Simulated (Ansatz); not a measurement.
Correlation energies of `[NH2][Zr]([OH])([Cl])[Cl]` by basis set

```xyz
8

N     0.948   -0.840   -0.830
Zr   -0.564    0.065    0.128
O     0.240    1.427    1.172
Cl   -2.078    0.930   -1.466
Cl   -1.700   -1.528    1.453
H     0.848   -1.615   -1.473
H     1.926   -0.598   -0.750
H     0.379    2.159    1.768
```

Total charge 0; spin multiplicity 1. Correlated methods include outer-core shells of Zr, which these sets cover unevenly. Zr: def2 effective core potential. Geometry: relaxed with PBE0-D4/def2-TZVP. It is one conformer, not always the lowest. Frozen core, restricted reference, Ansatz 0.2.0.

```csv
basis,HF (Eh),MP2 corr.,CCSD corr.,(T),CCSD(T) total
def2-SVP,-1096.48018,?,-0.90028,-0.02758,?
def2-TZVPP,-1096.96812,?,-1.21336,-0.05381,?
def2-QZVPP,?,?,–,–,–
```

Fill in the withheld values. (An estimate is asked.)

Computed: def2-SVP MP2 corr.: -0.86999; def2-SVP CCSD(T) total: -1097.40804; def2-TZVPP MP2 corr.: -1.18334; def2-TZVPP CCSD(T) total: -1098.23529; def2-QZVPP HF (Eh): -1097.00416; def2-QZVPP MP2 corr.: -1.30935.
